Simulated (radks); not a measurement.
Ionisation of the selenium ion Se+, [Ar] 3d10 4s2 4p3, to [Ar] 3d10 4s2 4p2 as the strength of local exchange is varied. Calculated with a radial shooting solver on a logarithmic mesh with Libxc functionals: Dirac Kohn-Sham, Slater X-alpha exchange (alpha = 2/3 is LDA exchange), no correlation, spin-unpolarised, spherical densities, finite nucleus; open shells fill j = l - 1/2 first; Fermi nuclear charge, rms radius 4.14 fm.

alpha  E(Se+) (hartree)  exchange (hartree)  IE (eV)  -e of the level emptied (eV)  <r> of it (bohr)
0.589       -2414.05998           -71.56622   18.086                13.249 (4p3/2)             2.194
0.593       -2414.54604           -72.06635   18.133                13.293 (4p3/2)             2.192
0.642       -2420.50808           -78.20835   18.715                13.831 (4p3/2)             2.167
0.667       -2423.55543           -81.35297   19.015                14.110 (4p3/2)             2.154
0.708       -2428.56113           -86.52618   19.513                14.572 (4p3/2)             2.134
0.76        -2434.92419           -93.11592   20.153                15.169 (4p3/2)             2.109
0.979       -2461.89853          -121.21927   22.959                17.802 (4p3/2)             2.012
0.988       -2463.01315          -122.38630   23.078                17.914 (4p3/2)             2.008

NIST Atomic Spectra Database: 21.20 eV (measured). The Delta-SCF value meets it near alpha = 0.84. Spin polarisation and multiplet splitting are left out, so open shells lie too high by an amount that depends on their filling.

Beside tabulated values, note that spin-unpolarised runs miss the spin-polarisation part of the exchange energy of open shells.
